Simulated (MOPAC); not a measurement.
Input for MOPAC: PM3 on C2H7Al (SMILES [CH3][AlH][CH3]), a point of a torsion scan.

```
PM3 1SCF PRECISE CHARGE=0 THREADS=1
C2H7Al

C      1.76472265 1     0.33279677 1    -0.16728580 1
Al     0.21043508 1    -0.53033327 1     0.72571304 1
C     -0.60493195 1    -2.30095674 1     0.32587779 1
H      2.18701659 1    -0.28365130 1    -0.97061882 1
H      1.50523500 1     1.29787793 1    -0.61805884 1
H      2.58499689 1     0.54201278 1     0.52929509 1
H     -0.44799231 1     0.27782219 1     1.87612888 1
H      0.08091089 1    -3.14065707 1     0.48861707 1
H     -1.47734754 1    -2.48277452 1     0.96602711 1
H     -0.95260541 1    -2.39317799 1    -0.70985393 1
```

It printed:

```
*******************************************************************************
 **                                                                           **
 **                              MOPAC v23.2.5                                **
 **                                                                           **
 *******************************************************************************
 ** MOPAC's Digital Object Identifier: https://doi.org/10.5281/zenodo.6511958 **
 **                                                                           **
 ** Please cite the open-source release paper for use of this MOPAC version:  **
 ** J. E. Moussa and J. J. P. Stewart (2026)                                  **
 ** MOPAC: An open-source semiempirical molecular orbital program             **
 ** J. Open Source Softw., 11(119), 8025, https://doi.org/10.21105/joss.08025 **
 *******************************************************************************

                              PM3 CALCULATION RESULTS

 *******************************************************************************
 *  PM3        - The PM3 Hamiltonian to be used
 *
 *
 *
 *                 CHARGE ON SYSTEM = 0
 *
 *
 *
 *  PRECISE    - TIGHTER CRITERIA TO BE USED
 *  1SCF       - DO 1 SCF AND THEN STOP
 *  THREADS=1  - MULTI-THREADING NOT USED
 *  T=         - A TIME OF 172800.0 SECONDS REQUESTED
 *  DUMP=N     - RESTART FILE WRITTEN EVERY 7200.0 SECONDS REQUESTED
 *******************************************************************************
PM3 1SCF PRECISE CHARGE=0 THREADS=1
 C2H7Al

   ATOM   CHEMICAL          X               Y               Z
  NUMBER   SYMBOL      (ANGSTROMS)     (ANGSTROMS)     (ANGSTROMS)

     1       C          1.76472265  *   0.33279677  *  -0.16728580  *
     2      Al          0.21043508  *  -0.53033327  *   0.72571304  *
     3       C         -0.60493195  *  -2.30095674  *   0.32587779  *
     4       H          2.18701659  *  -0.28365130  *  -0.97061882  *
     5       H          1.50523500  *   1.29787793  *  -0.61805884  *
     6       H          2.58499689  *   0.54201278  *   0.52929509  *
     7       H         -0.44799231  *   0.27782219  *   1.87612888  *
     8       H          0.08091089  *  -3.14065707  *   0.48861707  *
     9       H         -1.47734754  *  -2.48277452  *   0.96602711  *
    10       H         -0.95260541  *  -2.39317799  *  -0.70985393  *



          CARTESIAN COORDINATES

    NO.       ATOM           X           Y           Z

     1         C          1.7647      0.3328     -0.1673
     2        Al          0.2104     -0.5303      0.7257
     3         C         -0.6049     -2.3010      0.3259
     4         H          2.1870     -0.2837     -0.9706
     5         H          1.5052      1.2979     -0.6181
     6         H          2.5850      0.5420      0.5293
     7         H         -0.4480      0.2778      1.8761
     8         H          0.0809     -3.1407      0.4886
     9         H         -1.4773     -2.4828      0.9660
    10         H         -0.9526     -2.3932     -0.7099

  H: (PM3): J. J. P. STEWART, J. COMP. CHEM. 10, 209 (1989).
  C: (PM3): J. J. P. STEWART, J. COMP. CHEM. 10, 209 (1989).
 Al: (PM3): J. J. P. STEWART, J. COMP. CHEM. 10, 209 (1989).

           Empirical Formula: C2 H7 Al  =    10 atoms



      MOLECULAR POINT GROUP   :   Cs


      RHF CALCULATION, NO. OF DOUBLY OCCUPIED LEVELS = 9


 -------------------------------------------------------------------------------
 PM3 1SCF PRECISE CHARGE=0 THREADS=1
 C2H7Al



     1SCF WAS SPECIFIED, SO BFGS WAS NOT USED
     SCF FIELD WAS ACHIEVED


                              PM3 CALCULATION
                                                       MOPAC v23.2.5 Linux




          FINAL HEAT OF FORMATION =         29.33298 KCAL/MOL =     122.72921 KJ/MOL


          COSMO AREA              =        113.05 SQUARE ANGSTROMS
          COSMO VOLUME            =         99.26 CUBIC ANGSTROMS

          IONIZATION POTENTIAL    =         10.410877 EV
          HOMO LUMO ENERGIES (EV) =        -10.411 -1.764
          NO. OF FILLED LEVELS    =          9
          MOLECULAR WEIGHT        =         58.0588         POINT GROUP:  Cs

          MOLECULAR DIMENSIONS (Angstroms)

            Atom       Atom       Distance
            H     9    H     6     5.08357
            H     7    H     8     3.41531
            H     7    H     5     1.90229


          SCF CALCULATIONS        =          1





   ATOM   CHEMICAL          X               Y               Z
  NUMBER   SYMBOL      (ANGSTROMS)     (ANGSTROMS)     (ANGSTROMS)

     1       C          1.76472265  *   0.33279677  *  -0.16728580  *
     2      Al          0.21043508  *  -0.53033327  *   0.72571304  *
     3       C         -0.60493195  *  -2.30095674  *   0.32587779  *
     4       H          2.18701659  *  -0.28365130  *  -0.97061882  *
     5       H          1.50523500  *   1.29787793  *  -0.61805884  *
     6       H          2.58499689  *   0.54201278  *   0.52929509  *
     7       H         -0.44799231  *   0.27782219  *   1.87612888  *
     8       H          0.08091089  *  -3.14065707  *   0.48861707  *
     9       H         -1.47734754  *  -2.48277452  *   0.96602711  *
    10       H         -0.95260541  *  -2.39317799  *  -0.70985393  *

                             CARTESIAN COORDINATES

   1    C        1.764722650     0.332796770    -0.167285800
   2   Al        0.210435080    -0.530333270     0.725713040
   3    C       -0.604931950    -2.300956740     0.325877790
   4    H        2.187016590    -0.283651300    -0.970618820
   5    H        1.505235000     1.297877930    -0.618058840
   6    H        2.584996890     0.542012780     0.529295090
   7    H       -0.447992310     0.277822190     1.876128880
   8    H        0.080910890    -3.140657070     0.488617070
   9    H       -1.477347540    -2.482774520     0.966027110
  10    H       -0.952605410    -2.393177990    -0.709853930


           Empirical Formula: C2 H7 Al  =    10 atoms



      MOLECULAR POINT GROUP   :   Cs


                  EIGENVALUES
 -28.16170 -28.15341 -13.79867 -13.51809 -13.19170 -13.06153 -11.73856 -10.52544
 -10.41088  -1.76439   1.12911   1.15633   2.67087   4.66395   4.69619   4.70366
   4.72899   4.78494   4.81720


              NET ATOMIC CHARGES AND DIPOLE CONTRIBUTIONS

  ATOM NO.   TYPE          CHARGE      No. of ELECS.   s-Pop       p-Pop
    1          C          -0.330240        4.3302     1.19531     3.13493
    2         Al           0.577932        2.4221     0.66369     1.75838
    3          C          -0.330553        4.3306     1.19528     3.13528
    4          H           0.036244        0.9638     0.96376
    5          H           0.046311        0.9537     0.95369
    6          H           0.046338        0.9537     0.95366
    7          H          -0.175851        1.1759     1.17585
    8          H           0.045576        0.9544     0.95442
    9          H           0.039484        0.9605     0.96052
   10          H           0.044758        0.9552     0.95524
 DIPOLE           X         Y         Z       TOTAL
 POINT-CHG.    -0.053     0.106     0.127     0.173
 HYBRID         0.263    -0.311    -0.453     0.609
 SUM            0.210    -0.205    -0.326     0.439


          ATOMIC ORBITAL ELECTRON POPULATIONS

     Atom    s        px        py        pz
    1  C   1.19531   1.07242   1.03102   1.03149
    2 Al   0.66369   0.53823   0.68230   0.53785
    3  C   1.19528   1.03137   1.09050   1.01341
    4  H   0.96376
    5  H   0.95369
    6  H   0.95366
    7  H   1.17585
    8  H   0.95442
    9  H   0.96052
   10  H   0.95524

 **********************
 *                    *
 * JOB ENDED NORMALLY *
 *                    *
 **********************




 == MOPAC DONE ==
```

The run finished.

Cost: very roughly 0.05 core-seconds.
